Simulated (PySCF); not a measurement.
Stepwise substitution at one centre (Si Br-SH). Isolated molecules, 0 K electronic values unless said otherwise. One relaxed conformer stands for each flexible species; it need not be the lowest. Strings in code marks are SMILES.

Computed with PBE-D3(BJ)/def2-TZVP // B3LYP-D3(BJ)/def2-TZVP in PySCF. All candidates: neutral, multiplicity 1. Excitations are Tamm–Dancoff values on a coarser integration grid. The basis has no diffuse functions, so Rydberg states are missing or too high.

```json
{
 "S1 excitation (TDA)": "5.09 eV",
 "HOMO–LUMO gap": "4.97 eV",
 "HOMO": "-6.39 eV"
}
```

Q: Which member has these values?
A) `S[Si](S)(S)Br`
B) `Br[Si](Br)(Br)Br`
C) `S[Si](Br)(Br)Br` (H–S–Si–Br torsion 60°)
D) `S[Si](S)(S)S`

A: D, `S[Si](S)(S)S`. The others give `S[Si](Br)(Br)Br` (H–S–Si–Br torsion 60°): 4.54 eV, 4.44 eV, -6.81 eV; `Br[Si](Br)(Br)Br`: 4.86 eV, 4.73 eV, -7.41 eV; `S[Si](S)(S)Br`: 4.86 eV, 4.74 eV, -6.49 eV
